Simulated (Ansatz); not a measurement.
## Ge2H5NSi: where a starting geometry ends

The starting geometry of this gas-phase singlet was optimised with GFN2-xTB.

```yaml
atoms:
  - { symbol: Ge, position_ang: [1.3394, -0.6488, 1.3968] }
  - { symbol: Ge, position_ang: [0.8810, -0.7292, -1.0962] }
  - { symbol: N, position_ang: [-0.9770, -0.4400, -0.5960] }
  - { symbol: Si, position_ang: [-1.0885, -0.5358, 1.0695] }
  - { symbol: H, position_ang: [-1.7591, -0.3886, -1.2310] }
  - { symbol: H, position_ang: [-2.5339, -0.5708, 1.4020] }
  - { symbol: H, position_ang: [1.1253, -2.2490, 1.4426] }
  - { symbol: H, position_ang: [0.6484, -1.8858, -2.1095] }
  - { symbol: H, position_ang: [1.0001, 0.4096, -2.1541] }
```

Predict what it relaxes into with BLYP-D3(BJ)/def2-SVP.

It keeps its bonds.

The energy falls by 0.34 eV over 13 steps:

```csv
step,E − E(last) (eV)
1,0.336
2,0.063
4,0.010
5,0.003
6,0.003
8,0.001
9,0.000
10,0.000
12,0.000
13,0.000
```

Final geometry (Å):

```xyz
9

Ge    1.3257   -0.6672    1.3862
Ge    0.7683   -0.7316   -1.1659
N    -1.1346   -0.4662   -0.7027
Si   -1.1163   -0.6668    0.9874
H    -1.9037   -0.2301   -1.3427
H    -2.5064   -0.4876    1.5888
H     1.2835   -2.2716    1.5464
H     0.7960   -2.0023   -2.0836
H     1.1233    0.4851   -2.0899
```

No frequencies were run, so the end isn't proven a minimum. Run with Ansatz 0.2.0, 17 s on 2 threads of Intel(R) Xeon(R) 6975P-C (Granite Rapids), with other jobs on the host.
